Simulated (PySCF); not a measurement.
Species: methyl(difluoro)silyl chloride, CH₃ClF₂Si.
Numbering: `[CH3:1][Si:2]([F:3])([F:4])[Cl:5]` (hydrogens: H6, H7, H8 on C1)

Cartesian coordinates in Å at the PBE0-D3(BJ)/def2-SVP level; atoms count from 1:
```
atom  x, y, z in Å
C1    -0.9857   -0.2195   -0.1053
Si2    0.7778    0.2329    0.1294
F3     1.2453    0.0079    1.6524
F4     1.0184    1.7909   -0.1915
Cl5    2.0218   -0.8554   -1.0660
H6    -1.1401   -1.2897    0.0956
H7    -1.2959   -0.0115   -1.1400
H8    -1.6235    0.3632    0.5762
```

The closed-shell ground state was solved at several levels (PySCF, density fitting, gas phase, non-relativistic).

| level | basis functions | total energy (Eh) | HOMO (eV) | LUMO (eV) | gap (eV) | dipole (D) |
| --- | --- | --- | --- | --- | --- | --- |
| PBE0/def2-SVPD | 141 | -988.5798 | -9.78 | 0.08 | 9.86 | 2.53 |
| mPW1PW91/pcSseg-2 | 236 | -989.6190 | -9.76 | 0.23 | 9.99 | 2.51 |
| PBE0/pcSseg-1 | 114 | -988.9278 | -9.76 | 0.82 | 10.58 | 2.56 |
| B3LYP/cc-pVTZ | 200 | -989.6590 | -9.37 | 0.41 | 9.78 | 2.36 |
| B3LYP/6-31G* | 84 | -989.4731 | -9.24 | 0.94 | 10.18 | 2.50 |

What might B3LYP/def2-TZVP (185 basis functions) give for the same quantities?

Total energy -989.6693 Eh, HOMO -9.40 eV, LUMO 0.41 eV, gap 9.81 eV, dipole 2.38 D.

Over all these levels, which gives the widest orbital gap and which the narrowest?

PBE0/pcSseg-1 (global hybrid, 25 % exact exchange) has the widest, 10.58 eV, and B3LYP/cc-pVTZ (global hybrid, 20 % exact exchange) the narrowest, 9.78 eV. Functional and basis both differ between the two, so the spread mixes both effects.

How much does the basis alone move the frontier levels among the 3 B3LYP rows (the withheld one included)?

The HOMO by 0.16 eV and the LUMO by 0.53 eV. By rising basis size (HOMO, LUMO in eV): 6-31G* -9.24, 0.94; def2-TZVP -9.40, 0.41; cc-pVTZ -9.37, 0.41.

How far do the dipole and the HOMO energy spread over the levels?

The dipole runs from 2.36 to 2.56 D (mean 2.47 D) and the HOMO from -9.78 to -9.24 eV.
